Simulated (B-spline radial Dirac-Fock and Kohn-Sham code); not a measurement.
Z = 48 (cadmium), transition energy 115 keV. Model: a Dirac-Hartree-Slater potential of the neutral atom with a Latter tail (no hole, which puts coefficients of high multipoles low close above an edge), finite nucleus with surface currents. Program: a radial atomic solver. Subshells that would emit electrons below 1 keV are left out.

Question: A pure transition shows α(K) = 0.273, L1/L2 = 15.8 and L1/L3 = 56.8. What is its multipolarity?
A. E2
B. M1
C. M4
D. E4
E. M3
F. E3
G. E1
H. M2

Answer: B. For comparison, α(K), L1/L2, L1/L3 are E1 0.0977, 10.5, 7.27; E2 0.702, 1.37, 1.16; E3 4.15, 0.271, 0.256; E4 23.6, 0.0791, 0.0787; M2 2.36, 9.23, 8.46; M3 16.7, 6.01, 2.12; M4 117, 4.35, 0.954.

Values without a named source are computed, but for edge energies of neutral atoms, which are taken from tables.
